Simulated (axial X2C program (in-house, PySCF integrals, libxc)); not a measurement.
## Bond lengths and stretching modes, held linear, of OCoO²⁺

Calculated with an axial X2C code built on PySCF integrals: two-component X2C with atomic mean-field Coulomb and Gaunt terms, Gaussian nuclei, basis O dyall-av3z, Co dyall-v3z with contracted cores. Spin-free rows use the one-electron spin-free X2C Hamiltonian.

Masses O 15.995, Co 58.933, O 15.995 u. States: 2c Ω = 7/2 (beyond evenly filled blocks: ω = -1/2, ω = 3/2, ω = 5/2); spin-free M_S = 7/2, Λ = 0 (beyond evenly filled blocks: σα, 2 × π+α, 2 × π-α, δ+α, δ-α).

TPSSh, spin-free: energies above the lowest point

| r(O–Co) (Å) | r(Co–O) (Å) | E (meV) |
| --- | --- | --- |
| 1.9373 | 1.9373 | 2.64 |
| 1.9373 | 1.9870 | 0.00 |
| 1.9373 | 2.0367 | 11.05 |
| 1.9870 | 1.9373 | 0.00 |
| 1.9870 | 1.9870 | 1.27 |
| 1.9870 | 2.0367 | 15.53 |
| 1.9870 | 2.0864 | 40.03 |
| 2.0367 | 1.9373 | 11.05 |
| 2.0367 | 1.9870 | 15.53 |
| 2.0367 | 2.0367 | 32.46 |
| 2.0864 | 1.9870 | 40.03 |
| 2.0864 | 2.0864 | 87.47 |

Question: Fit a quadratic surface with cubic terms in each bond: where is the minimum, and what are the two stretching wavenumbers?

Answer: At TPSSh, spin-free: bonds 1.962 and 1.962 Å; harmonic stretches 338.1 and 345.8 cm⁻¹; force constants 0.904, 0.904 and coupling 0.17 mdyn/Å.

The other levels and Hamiltonians give:

```
Hamiltonian  level  r(O–Co) (Å)  r(Co–O) (Å)  lower stretch (cm⁻¹)  upper stretch (cm⁻¹)
         2c   PBE0        1.991        1.991                 331.2                 363.3
         2c     HF        2.144        2.144                 267.5                 331.5
         2c  TPSSh        1.963        1.963                 338.0                 345.6
         2c    MP2        2.057        2.057                 331.5                 409.3
  spin-free   PBE0        1.990        1.990                 331.2                 363.4
  spin-free     HF        2.144        2.144                 268.2                 332.4
  spin-free    MP2        2.056        2.056                 331.8                 409.6
```

Each state is one determinant, the lowest of a limited PBE0 search; the stretches come from a fit to these few points and carry an uncertainty of a few per cent. Other orders of the atoms were not compared. The levels spread by more than a fifth, so the stretches depend strongly on the method. MP2 freezes inner shells (threshold -2 hartree). A multiply charged ion may be only metastable. The molecule was held linear; bending was not examined, so a bent shape may lie lower. Note: several unpaired electrons, one determinant need not be a pure state.
